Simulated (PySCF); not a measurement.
# Electric field gradients and quadrupole coupling constants

C₄H₂NO₂S (charge -1).
Cartesian coordinates in Å at the GFN2-xTB level; atoms count from 1:
```xyz
10
C4H2NO2S angstrom
O     -2.5471    0.8332    0.3780
C     -2.0000   -0.2100    0.0083
O     -2.4676   -1.2978   -0.3348
C     -0.4467   -0.1168   -0.0235
C      0.3612    0.9329    0.2966
N      1.7004    0.7335    0.1750
C      1.9409   -0.4611   -0.2365
S      0.5402   -1.4514   -0.5119
H     -0.0012    1.8877    0.6322
H      2.9288   -0.8455   -0.4060
```

Field gradients from the PBE0/pcSseg-1 density (PySCF, non-relativistic), principal values in atomic units, ordered |Vxx| ≤ |Vyy| ≤ |Vzz|:

```
atom      Vxx      Vyy      Vzz
  O1   0.3999   0.9499  -1.3498
  O3   0.4408   0.9383  -1.3791
  N6   0.3514   0.6393  -0.9907
  S8  -0.4607  -1.1496   1.6103
```

Problem. Find the asymmetry η = (Vxx − Vyy)/Vzz and the couplings χ = eQV/h (234.96 MHz × Q in barn × V in au), with Q(17O) = −0.0256 b, Q(14N) = 0.02044 b, Q(33S) = −0.0678 b.

Solution. 
```
atom             environment  nucleus     η  χzz (MHz)  χxx (MHz)  χyy (MHz)
  O1      carboxylate oxygen      17O  0.41       8.12      -2.41      -5.71
  O3      carboxylate oxygen      17O  0.36       8.30      -2.65      -5.64
  N6  pyridine-type nitrogen      14N  0.29     -4.758      1.688      3.070
  S8   thiophene-type sulfur      33S  0.43     -25.65       7.34      18.31
```

Problem. What is Vzz at O3 in SI units (1 au = 9.71736 × 10²¹ V/m²)?

Solution. -1.3791 au = -13.401 × 10²¹ V/m².

Problem. And the gradient at the other heavy atoms, for which no coupling is worked out here?

Solution. 
```json
{"atom": "C2", "environment": "carboxylate carbon", "Vzz (au)": "0.329", "η": "0.99"}
{"atom": "C4", "environment": "substituted aromatic carbon", "Vzz (au)": "-0.398", "η": "0.06"}
{"atom": "C5", "environment": "aromatic CH next to a ring nitrogen", "Vzz (au)": "-0.210", "η": "0.70"}
{"atom": "C7", "environment": "aromatic CH next to a ring nitrogen", "Vzz (au)": "-0.225", "η": "0.09"}
```

Were the hydrogens deuterons (Q(2H) = 0.00286 b), χzz would run from 229 kHz (H9) to 233 kHz (H10).

Isolated species at its GFN2-xTB geometry, gas phase. The pcSseg-1 basis has no diffuse functions, a weakness for an anion. GFN2-xTB bond lengths can be off by several hundredths of an ångström, more for odd bonds, and the gradients follow them. With so small a basis the couplings can be 20 % off.
